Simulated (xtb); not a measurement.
xtb input for (1S)-1-bromo-1-chloroethane (C2H4BrCl), SMILES C[C@@H](Cl)Br, GFN2-xTB. 

```
$ xtb mol.xyz --gfn 2 --sp --chrg 0 --uhf 0 --json
$ cat mol.xyz
8

C     -1.65873450    -1.03193345     0.29556589
C     -0.20980785    -0.66079676     0.49593441
Cl     0.85681976    -1.68871488    -0.49904238
Br     0.07376694     1.22862605     0.04162773
H     -1.94496078    -0.90851774    -0.74686410
H     -1.81423251    -2.07040951     0.58188781
H     -2.29163178    -0.39457251     0.91071506
H      0.11430026    -0.76387798     1.53200941
```

It prints:

```
[banner left out]
          |                Calculation Setup                |
           -------------------------------------------------



           -------------------------------------------------
          |                 G F N 2 - x T B                 |
           -------------------------------------------------

        Reference                      10.1021/acs.jctc.8b01176
      * Hamiltonian:
        H0-scaling (s, p, d)           1.850000    2.230000    2.230000
        zeta-weighting                 0.500000
      * Dispersion:
        s8                             2.700000
        a1                             0.520000
        a2                             5.000000
        s9                             5.000000
      * Repulsion:
        kExp                           1.500000    1.000000
        rExp                           1.000000
      * Coulomb:
        alpha                          2.000000
        third order                    shell-resolved
        anisotropic                    true
        a3                             3.000000
        a5                             4.000000
        cn-shift                       1.200000
        cn-exp                         4.000000
        max-rad                        5.000000


          ...................................................
          :                      SETUP                      :
          :.................................................:
          :  # basis functions                  32          :
          :  # atomic orbitals                  30          :
          :  # shells                           14          :
          :  # electrons                        26          :
          :  max. iterations                   250          :
          :  Hamiltonian                  GFN2-xTB          :
          :  restarted?                      false          :
          :  GBSA solvation                  false          :
          :  PC potential                    false          :
          :  electronic temp.          300.0000000     K    :
          :  accuracy                    1.0000000          :
          :  -> integral cutoff          0.2500000E+02      :
          :  -> integral neglect         0.1000000E-07      :
          :  -> SCF convergence          0.1000000E-05 Eh   :
          :  -> wf. convergence          0.1000000E-03 e    :
          :  Broyden damping             0.4000000          :
          :  net charge                          0          :
          :  unpaired electrons                  0          :
          ...................................................

 iter      E             dE          RMSdq      gap      omega  full diag
   1    -14.9776155 -0.149776E+02  0.555E+00    5.68       0.0  T
   2    -15.0242479 -0.466324E-01  0.492E+00    4.73       1.0  T
   3    -15.0397104 -0.154625E-01  0.223E+00    4.96       1.0  T
   4    -15.0406383 -0.927859E-03  0.699E-01    4.81       1.0  T
   5    -15.0409255 -0.287230E-03  0.444E-01    4.81       1.0  T
   6    -15.0411534 -0.227880E-03  0.286E-01    4.77       1.0  T
   7    -15.0413143 -0.160958E-03  0.111E-01    4.76       1.0  T
   8    -15.0413371 -0.228050E-04  0.621E-02    4.76       1.0  T
   9    -15.0413440 -0.691162E-05  0.362E-02    4.76       1.0  T
  10    -15.0413505 -0.645644E-05  0.131E-02    4.76       2.7  T
  11    -15.0413509 -0.395135E-06  0.489E-03    4.76       7.2  T
  12    -15.0413509 -0.403112E-07  0.331E-03    4.76      10.7  T
  13    -15.0413509 -0.176200E-07  0.796E-04    4.76      44.4  T
  14    -15.0413509 -0.211928E-09  0.262E-04    4.76     134.7  T

   *** convergence criteria satisfied after 14 iterations ***

         #    Occupation            Energy/Eh            Energy/eV
      -------------------------------------------------------------
         1        2.0000           -1.0758997             -29.2767
       ...           ...                  ...                  ...
         7        2.0000           -0.5312196             -14.4552
         8        2.0000           -0.4937515             -13.4357
         9        2.0000           -0.4916005             -13.3771
        10        2.0000           -0.4415086             -12.0141
        11        2.0000           -0.4401721             -11.9777
        12        2.0000           -0.4234503             -11.5227
        13        2.0000           -0.4221292             -11.4867 (HOMO)
        14                         -0.2473682              -6.7312 (LUMO)
        15                         -0.1749893              -4.7617
        16                         -0.0117492              -0.3197
        17                         -0.0056176              -0.1529
        18                         -0.0007597              -0.0207
       ...                                ...                  ...
        30                          0.3575314               9.7289
      -------------------------------------------------------------
                  HL-Gap            0.1747611 Eh            4.7555 eV
             Fermi-level           -0.3347487 Eh           -9.1090 eV

 SCC (total)                   0 d,  0 h,  0 min,  0.007 sec
 SCC setup                      ...        0 min,  0.000 sec (  1.382%)
 Dispersion                     ...        0 min,  0.000 sec (  0.646%)
 classical contributions        ...        0 min,  0.000 sec (  0.627%)
 integral evaluation            ...        0 min,  0.001 sec ( 16.217%)
 iterations                     ...        0 min,  0.004 sec ( 52.354%)
 molecular gradient             ...        0 min,  0.002 sec ( 27.364%)
 printout                       ...        0 min,  0.000 sec (  1.246%)

         :::::::::::::::::::::::::::::::::::::::::::::::::::::
         ::                     SUMMARY                     ::
         :::::::::::::::::::::::::::::::::::::::::::::::::::::
         :: total energy             -14.950003266021 Eh    ::
         :: gradient norm              0.000210821807 Eh/a0 ::
         :: HOMO-LUMO gap              4.755490451652 eV    ::
         ::.................................................::
         :: SCC energy               -15.041349339673 Eh    ::
         :: -> isotropic ES            0.010643405369 Eh    ::
         :: -> anisotropic ES         -0.000346887278 Eh    ::
         :: -> anisotropic XC          0.000966642991 Eh    ::
         :: -> dispersion             -0.004935291705 Eh    ::
         :: repulsion energy           0.091346073651 Eh    ::
         :: add. restraining           0.000000000000 Eh    ::
         :: total charge              -0.000000000000 e     ::
         :::::::::::::::::::::::::::::::::::::::::::::::::::::

           -------------------------------------------------
          |                Property Printout                |
           -------------------------------------------------

    * Orbital Energies and Occupations

         #    Occupation            Energy/Eh            Energy/eV
      -------------------------------------------------------------
         1        2.0000           -1.0758997             -29.2767
         2        2.0000           -0.8498158             -23.1247
         3        2.0000           -0.6633958             -18.0519
         4        2.0000           -0.6132671             -16.6878
         5        2.0000           -0.5602073             -15.2440
         6        2.0000           -0.5468521             -14.8806
         7        2.0000           -0.5312196             -14.4552
         8        2.0000           -0.4937515             -13.4357
         9        2.0000           -0.4916005             -13.3771
        10        2.0000           -0.4415086             -12.0141
        11        2.0000           -0.4401721             -11.9777
        12        2.0000           -0.4234503             -11.5227
        13        2.0000           -0.4221292             -11.4867 (HOMO)
        14                         -0.2473682              -6.7312 (LUMO)
        15                         -0.1749893              -4.7617
        16                         -0.0117492              -0.3197
        17                         -0.0056176              -0.1529
        18                         -0.0007597              -0.0207
        19                          0.0000023               0.0001
        20                          0.0146066               0.3975
        21                          0.0211573               0.5757
        22                          0.0314502               0.8558
        23                          0.0360656               0.9814
        24                          0.0933947               2.5414
       ...                                ...                  ...
        30                          0.3575314               9.7289
      -------------------------------------------------------------
                  HL-Gap            0.1747611 Eh            4.7555 eV
             Fermi-level           -0.3347487 Eh           -9.1090 eV

     #   Z          covCN         q      C6AA      α(0)
     1   6 C        3.852    -0.113    22.623     6.765
     2   6 C        3.701     0.136    18.519     6.154
     3  17 Cl       1.105    -0.171   104.553    15.643
     4  35 Br       1.172    -0.147   189.127    22.174
     5   1 H        0.925     0.077     2.010     2.217
     6   1 H        0.925     0.068     2.111     2.272
     7   1 H        0.925     0.072     2.064     2.247
     8   1 H        0.926     0.079     1.990     2.206

 Mol. C6AA /au·bohr⁶  :       1498.518332
 Mol. C8AA /au·bohr⁸  :      59410.328185
 Mol. α(0) /au        :         59.678190


Wiberg/Mayer (AO) data.
largest (>0.10) Wiberg bond orders for each atom

 ---------------------------------------------------------------------------
     #   Z sym  total        # sym  WBO       # sym  WBO       # sym  WBO
 ---------------------------------------------------------------------------
     1   6 C    3.984 --     2 C    1.028     5 H    0.981     7 H    0.975
                             6 H    0.974
     2   6 C    3.925 --     1 C    1.028     8 H    0.970     3 Cl   0.962
                             4 Br   0.958
     3  17 Cl   1.046 --     2 C    0.962
     4  35 Br   1.045 --     2 C    0.958
     5   1 H    0.994 --     1 C    0.981
     6   1 H    0.995 --     1 C    0.974
     7   1 H    0.995 --     1 C    0.975
     8   1 H    0.994 --     2 C    0.970
 ---------------------------------------------------------------------------

Topologies differ in total number of bonds
Writing topology from bond orders to xtbtopo.mol

molecular dipole:
                 x           y           z       tot (Debye)
 q only:       -0.807      -0.309       0.532
   full:       -0.628      -1.113       0.550       3.536
molecular quadrupole (traceless):
                xx          xy          yy          xz          yz          zz
 q only:        1.772       2.723      -2.633       0.098      -1.658       0.862
  q+dip:        2.875       1.490      -6.135       0.239      -1.068       3.259
   full:        2.573       1.406      -4.993      -0.307      -1.035       2.420


           -------------------------------------------------
          | TOTAL ENERGY              -14.950003266021 Eh   |
          | GRADIENT NORM               0.000210821807 Eh/α |
          | HOMO-LUMO GAP               4.755490451652 eV   |
           -------------------------------------------------

------------------------------------------------------------------------
------------------------------------------------------------------------
 total:
 SCF:
Note: The following floating-point exceptions are signalling: IEEE_UNDERFLOW_FLAG IEEE_DENORMAL
normal termination of xtb
```

The calculation finished and met its thresholds.
